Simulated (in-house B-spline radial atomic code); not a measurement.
The numbers below are computed, except where a source is named.
Cd in an electron gas of r_s = 4: phase shifts, screening and friction

A nucleus sits in a uniform electron gas with a rigid positive background. The Kohn-Sham equations are solved self-consistently in the spin-unpolarised LDA (PW92), non-relativistic, on B-splines with outgoing waves at the boundary and partial waves to l = 8. The model has no lattice, no bands and no magnetic solution. Atomic units; δ_l are the phase shifts at the Fermi level, counted so that each bound state adds π, and good to about 0.0005.

The density parameter is r_s = 4 bohr.

```json
{"l": "0", "δ_l (rad)": "13.6736"}
{"l": "1", "δ_l (rad)": "10.1380"}
{"l": "2", "δ_l (rad)": "6.2630"}
{"l": "3", "δ_l (rad)": "-0.0014"}
{"l": "4", "δ_l (rad)": "0.0006"}
{"l": "5", "δ_l (rad)": "-0.0001"}
{"l": "6", "δ_l (rad)": "0.0000"}
{"l": "7", "δ_l (rad)": "-0.0001"}
{"l": "8", "δ_l (rad)": "0.0000"}
```

Bound levels below the band bottom (hartree): d -14.48, s -3.39, p -2.189, d -0.2641, s -0.03149 and deeper ones.

**Question.** Check the Friedel sum rule, and say where the screening charge sits.

**Answer.** k_F = (9π/4)^(1/3)/r_s = 0.47979. The rule is Z = (2/π) Σ (2l + 1) δ_l. The terms are s 8.705, p 19.362, d 19.936, f -0.006 and 0.002 beyond, in all 47.998 against Z = 48. Bound states hold 10 s, 18 p, 20 d electrons, so the scattering states carry 0.00 in all; where a term is smaller than its bound count, the bound level has drawn weight out of the band.

**Question.** Find the transport cross section and the electronic stopping of a 2 keV Cd ion (mass 112.41 u).

**Answer.** σ_tr = (4π/k_F²) Σ (l + 1) sin²(δ_l − δ_(l+1)). The terms for l = 0 to 3 are 0.1474, 0.8962, 0.0011, 0.0000, all together 1.0447, so σ_tr = 54.589 × 1.0447 = 57.027 bohr². With n = 3/(4π r_s³) = 0.00373, the friction coefficient is Q = n k_F σ_tr = 0.1021. For v well below v_F = 0.480, dE/dx = Q v; with 24801 eV per u at v = 1, v = √(2000/(24801 × 112.41)) = 0.0268, so dE/dx = 0.00273 hartree/bohr = 1.41 eV/nm. The largest term couples the p and d waves.
